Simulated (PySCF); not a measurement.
Species: C7H9F.
SMILES: `C=C/C=C\[C@H](F)C=C`

Torsions of this conformer, `[CH2:1]=[CH:2]/[CH:3]=[CH:4]\[C@H:5]([F:6])[CH:7]=[CH2:8]`: C1–C2–C3–C4 -177°, C3–C4–C5–F6 -157°, C4–C5–C7–C8 113°.

The closed-shell ground state was solved at several levels (PySCF, density fitting, gas phase, non-relativistic). Geometry: GFN2-xTB, one conformer, isolated molecule.

```tsv
level	basis functions	total energy (Eh)	HOMO (eV)	LUMO (eV)	gap (eV)	dipole (D)
PBE0/pcSseg-1	181	-371.4601	-6.89	-1.14	5.75	1.81
PBE0/def2-SVPD	235	-371.2485	-6.91	-1.19	5.72	1.86
```

(1) Estimate the row for CAM-B3LYP/def2-SVPD, a basis of 235 functions; the other rows only guide the guess.

(2) Over all these levels, which gives the widest orbital gap and which the narrowest?

(3) How far do the dipole and the HOMO energy spread over the levels?

## Answers

(1) Total energy -371.4926 Eh, HOMO -8.14 eV, LUMO -0.09 eV, gap 8.05 eV, dipole 1.93 D.

(2) CAM-B3LYP/def2-SVPD (range-separated hybrid) has the widest, 8.05 eV, and PBE0/def2-SVPD (global hybrid, 25 % exact exchange) the narrowest, 5.72 eV. The two share the basis. From the narrowest to the widest the HOMO moves by -1.23 eV and the LUMO by +1.10 eV.

(3) The dipole runs from 1.81 to 1.93 D (mean 1.86 D) and the HOMO from -8.14 to -6.89 eV.
